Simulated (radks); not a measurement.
Q: Yb32+, 38 electrons, occupied as [Kr] 4d2. All-electron calculation, Dirac Kohn-Sham, LB94 model potential, spin-unpolarised, spherical densities, finite nucleus; open shells fill j = l - 1/2 first; Fermi nuclear charge, rms radius 5.3108 fm. Program: a radial shooting solver on a logarithmic mesh with Libxc functionals.

Spin-orbit splittings of the eigenvalues, e(l+1/2) - e(l-1/2), with zeta = 2 splitting/(2l+1) and mean radii in bohr:

| shell | occ. | splitting (eV) | zeta (eV) | <r> j=l-1/2 | <r> j=l+1/2 |
|---|---|---|---|---|---|
| 2p | 6 | ? | ? | 0.06853 | 0.07602 |
| 3p | 6 | 227.9 | 151.9 | 0.2039 | 0.2173 |
| 3d | 10 | 50.28 | 20.11 | 0.1905 | 0.1947 |
| 4p | 6 | 67.52 | 45.01 | 0.4432 | 0.4647 |
| 4d | 2 | 14.46 | 5.785 | 0.4566 | 0.4628 |

Estimate the 2p splitting.

A: 1056 eV (zeta = 704.0 eV).
